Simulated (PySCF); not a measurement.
FH4N2OTa, SMILES [NH2][Ta](=[O])([NH2])[F], multiplicity 1.

Geometry optimised at PBE-D3(BJ)/def2-SVP. The multiplicity is an assumed one; other spin states were not compared. The def2 effective core potentials stand for the cores of Ta; spin–orbit coupling is left out. Other conformers were not sampled.

All values below come from PBE-D3(BJ)/def2-SVP (PySCF).

Frequencies are harmonic and unscaled.

```tsv
mode	ν (cm⁻¹)	IR (km/mol)	moving atoms (share of kinetic energy)
1	163	1.4	F 35 %, N 33 %, H 16 %, Ta 13 %
2	168	4.8	F 55 %, N 25 %, Ta 10 %
3	177	0.1	N 49 %, H 23 %, Ta 12 %, O 11 %
4	197	6.7	O 41 %, N 27 %, H 18 %, F 12 %
5	198	7.9	O 44 %, H 36 %, N 17 %
6	291	9.2	H 77 %, O 16 %
7	395	2.2	H 86 %, O 11 %
8	458	114.8	H 80 %, N 19 %
9	495	236.5	H 76 %, N 23 %
10	552	0.3	H 78 %, N 21 %
11	575	14.3	H 74 %, N 18 %
12	649	107.2	F 82 %, Ta 11 %
13	660	113.9	N 71 %, H 15 %, Ta 13 %
14	669	37.4	N 79 %, H 14 %
15	965	114.4	O 91 %, Ta 9 %
16	1463	33.6	H 89 %, N 11 %
17	1466	24.5	H 90 %, N 10 %
18	3464	90.6	H 96 %
19	3467	38.2	H 96 %
20	3559	13.8	H 92 %, N 8 %
21	3559	58.3	H 92 %, N 8 %
```
